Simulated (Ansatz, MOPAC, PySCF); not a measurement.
Noncovalent pair: NH3 (SMILES N) (first 4 atoms) with CHN (SMILES C#N); geometry from B3LYP-D3(BJ)/def2-TZVP, rigid monomers moved along the line of their centres of mass till N1···H7 is 3.73 Å.
(charge 0, multiplicity 1):
```xyz
7

N     -0.3143     0.0262     0.0127
H     -1.1880     0.4366    -0.2992
H      0.4363     0.5891    -0.3731
H     -0.2471    -0.8937    -0.4094
C     -0.0733    -0.1926     4.8179
N     -0.0172    -0.2435     5.9631
H     -0.1267    -0.1443     3.7340
```

Monomers are frozen at their geometry in the pair; levels with a basis set take the counterpoise correction. Rows marked so take none.

Cores are frozen in the correlated methods. CBS(a, b) extrapolates the correlation energy as X⁻³ and adds the Hartree–Fock energy of set b. Rows in 6-311+G** carry no dispersion term and start afresh at each structure. The state that AM1 reach isn't checked.

The values were computed with Ansatz (a first-principles code) with Gaussian orbitals; MOPAC for AM1 (differences of heats of formation); PySCF for 6-311+G** rows. 

Question: What is the computed interaction energy (B3LYP/6-311+G** (no counterpoise))?

Answer: -96 meV

Question: Give the interaction energy at the level AM1.

Answer: -49 meV

Question: What is the computed interaction energy (CCSD(T)/CBS(aug-cc-pVDZ, aug-cc-pVTZ))?

Answer: -90 meV
